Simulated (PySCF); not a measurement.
BFHO, SMILES [OH+]=BF, charge +1. Atoms are numbered in the order given.

```xyz
4

O      0.0000     0.0000     1.1884
B      0.0000     0.0000    -0.0338
F      0.0000     0.0000    -1.2772
H      0.0000     0.0000     2.1565
```
Charge +1, spin multiplicity 1.

Geometry: B3LYP-D3(BJ)/def2-TZVP. A frequency run showed that this geometry is not a minimum. The isomer is the one that the SMILES or the coordinates give; other isomers of the formula were not compared.

Calculation: M06-2X/def2-TZVPD in PySCF.

ESP charges are fitted to the potential on shells at 1.4 to 2.0 van der Waals radii. Atomic charges (e):

| atom | meta-Löwdin | ESP fit |
|---|---|---|
| O1 | -0.35 | -0.64 |
| B2 | 1.00 | 1.11 |
| F3 | -0.13 | -0.10 |
| H4 | 0.48 | 0.64 |
